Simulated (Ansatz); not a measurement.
`N#C[Si](C#N)(C#N)C#N` + HCl → `N#C[Si](Cl)(C#N)C#N` + `C#N` at 600 K and 1 bar (ligand exchange at the Si–C bond).

Program: Ansatz. Geometries: PBE0-D4/def2-TZVP. ΔE: electronic, gas phase. CCSD(T)/CBS is the MP2 limit (def2-TZVPP, def2-QZVPP) plus CCSD(T) − MP2 in def2-TZVPP, frozen cores. This one scheme is used for every species.

| species | CCSD(T)/CBS energy (Eh) | H − E (kJ/mol) | S (J/(mol·K)) |
| --- | --- | --- | --- |
| `N#C[Si](C#N)(C#N)C#N` | -660.04610 | 167.8 | 504.9 |
| HCl | -460.38127 | 35.4 | 207.2 |
| `N#C[Si](Cl)(C#N)C#N` | -1027.13615 | 142.9 | 489.9 |
| `C#N` | -93.32098 | 64.3 | 228.4 |

H − E and S are ideal-gas, rigid-rotor, harmonic terms from PBE0-D4/def2-TZVP. 1 Eh = 2625.50 kJ/mol, R = 8.31446 J/(mol·K).

By hand: ΔE, ΔH, ΔS and ΔG.

ΔE = (-1027.13615) + (-93.32098) − (-660.04610) − (-460.38127) = -0.02976 Eh = -78.1 kJ/mol. Δ(H − E) = 142.9 + 64.3 − 167.8 − 35.4 = 4.0, so ΔH = -74.1 kJ/mol. ΔS = 489.9 + 228.4 − 504.9 − 207.2 = 6.2 J/(mol·K). ΔG = -74.1 − 600 × (6.2)/1000 = -77.8 kJ/mol.

By hand: the equilibrium constant, and the temperature at which ΔG would vanish if ΔH and ΔS stayed fixed.

log₁₀ K = −ΔG/(RT ln 10) = 6.8. ΔH and −TΔS have one sign here, so there is no such temperature.

The number of gas molecules stays the same, so ΔS is small and ΔH decides. A doubt of 5 kJ/mol in ΔE shifts log₁₀ K by 0.4 here. These are equilibria of isolated gas molecules and say nothing of rates. Largest T1 diagnostic: 0.015 (customary marks: 0.02 for closed shells, 0.045 for open ones).
